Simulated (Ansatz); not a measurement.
`C[CH](C)[AlH][Cl]` and `C[CH](C)[AlH][OH]` differ in one atom or group.

Ansatz, PBE0-D4/def2-TZVP geometries, multiplicity 1. Each molecule was computed in one conformer, which needn't be the lowest.

```
                                          property  `C[CH](C)[AlH][Cl]`
                LUMO energy (PBE0/def2-TZVPP) / eV                -1.20
           HOMO–LUMO gap (ωB97M-V/def2-TZVPP) / eV                10.04
                HOMO energy (PBE0/def2-TZVPP) / eV                -7.47
              HOMO–LUMO gap (PBE0/def2-TZVPP) / eV                 6.26
size of the dipole moment (ωB97M-V/def2-TZVPP) / D                 1.83
               LUMO energy (B3LYP/def2-TZVPP) / eV                -1.42
```

Question: Give the same properties after the change, and the shifts. (Estimate.)

Answer: Computed: 
```
                                          property  `C[CH](C)[AlH][OH]`  shift
                LUMO energy (PBE0/def2-TZVPP) / eV                -0.56   0.64
           HOMO–LUMO gap (ωB97M-V/def2-TZVPP) / eV                10.36   0.32
                HOMO energy (PBE0/def2-TZVPP) / eV                -7.18   0.29
              HOMO–LUMO gap (PBE0/def2-TZVPP) / eV                 6.62   0.36
size of the dipole moment (ωB97M-V/def2-TZVPP) / D                 0.63  -1.20
               LUMO energy (B3LYP/def2-TZVPP) / eV                -0.79   0.63
```

With PBE0 the HOMO rises by 0.29 eV and the LUMO rises by 0.64 eV, so the gap widens by about 0.35 eV. PBE moves the HOMO by 0.28 eV and ωB97M-V by 0.26 eV. The zero-point energy changes by 32.0 kJ/mol with +3 modes. Dipoles are sizes alone; their direction can turn.

B3LYP here is the variant with VWN-RPA as its local correlation; programs differ in this.
